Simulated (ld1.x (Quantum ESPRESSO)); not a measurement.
What the settings do to the TM potential of gadolinium

Base potential:

* Element: gadolinium
* Generator: ld1.x (Quantum ESPRESSO) 7.5
* Type: norm-conserving Troullier–Martins (Kleinman–Bylander form)
* Functional: BLYP
* Relativity: scalar-relativistic
* Frozen core: [Kr] 4d10
* Valence charge: 18
* Reference configuration: 4f6.5 5s2 5p6 5d1.5 6s2 6p0
* Partial waves: 5s (bound): rc 2.25 bohr; 5p (bound): rc 1.60 bohr; 5d (bound): rc 2.65 bohr; 4f (bound): rc 0.80 bohr
* Local potential: the f channel
* Core correction: none

Occupied shells without a wave of their own: 6s. They enter only through the test configuration that unscreens the potential.

Cutoffs, loose and tight: the cutoffs (Ry, on a coarse ladder) from which the occupation-weighted sum of valence levels, in a spherical-Bessel basis at the reference potential, stays within 10 and 1 mRy of its value at 400 Ry. They do not see the model core or the augmentation charge, which bear on the density cutoff. Test errors are all-electron minus pseudo excitation energies from the reference, over the configurations 4f7 5s2 5p6 5d1 6s2 6p0; 4f7 5s2 5p6 5d1 6s1 6p0; 4f7 5s2 5p6 5d1 6s0 6p0; 4f7 5s2 5p6 5d2 6s0 6p0; 4f7 5s2 5p6 5d0 6s2 6p0; 4f7 5s1 5p6 5d1 6s2 6p0; 4f7 5s2 5p6 5d0 6s2 6p1. A dash means not determined; rows that change the core or the reference have their own tests. The largest error is taken over the tests solved by every variant that gives reliable tests at all: 4f7 5s1 5p6 5d1 6s2 6p0; 4f7 5s2 5p6 5d0 6s2 6p0; 4f7 5s2 5p6 5d1 6s0 6p0; 4f7 5s2 5p6 5d1 6s1 6p0; 4f7 5s2 5p6 5d1 6s2 6p0; 4f7 5s2 5p6 5d2 6s0 6p0.

A true bound ghost makes a file unfit for plane-wave use even where its test errors are small: the radial tests pick states by their node count and pass the ghost by. Where a test does run into it, the solver fails or the error is huge.

Cutoffs are not given where the Bessel-basis levels miss the radial ones by over 6 mRy, ghosts where they miss by over 20 mRy; a channel whose overlap is not positive is not tested.

On the changes marked as counting shells twice: ld1.x takes every shell without a wave as core, so the model core holds the marked electrons as well and exchange and correlation see them twice. This cancels in the reference configuration, but the file is broken for other ones, and its errors say nothing about a proper core correction.

| change | outcome | bound ghosts | largest test error (meV) |
| --- | --- | --- | --- |
| base | generated, misses its reference levels by 0.18 eV | s, p, d | -607 |
| core correction a·sin(br)/r model core inside 0.30 bohr (6s counted twice) | generated, misses its reference levels by 0.18 eV | s, p, d | -1003 |
| core correction a·sin(br)/r model core inside 0.42 bohr (6s counted twice) | generated, misses its reference levels by 0.18 eV | s, p, d | -1003 |
| core correction a·sin(br)/r model core inside 0.48 bohr (6s counted twice) | generated, misses its reference levels by 0.18 eV | s, p, d | -1003 |
| core correction a·sin(br)/r model core inside 0.58 bohr (6s counted twice) | generated, misses its reference levels by 0.18 eV | s, p, d | -1003 |
| core correction a·sin(br)/r model core inside 0.64 bohr (6s counted twice) | generated, misses its reference levels by 0.18 eV | s, p, d | -1003 |
| core correction a·sin(br)/r model core inside 0.72 bohr (6s counted twice) | generated, misses its reference levels by 0.18 eV | s, p, d | -1002 |
| core correction a·sin(br)/r model core inside 0.82 bohr (6s counted twice) | generated, misses its reference levels by 0.18 eV | s, p, d | -1000 |
| core correction a·sin(br)/r model core inside 0.88 bohr (6s counted twice) | generated, misses its reference levels by 0.18 eV | s, p, d | -999 |
| core correction a·sin(br)/r model core inside 0.96 bohr (6s counted twice) | generated, misses its reference levels by 0.18 eV | s, p, d | -996 |
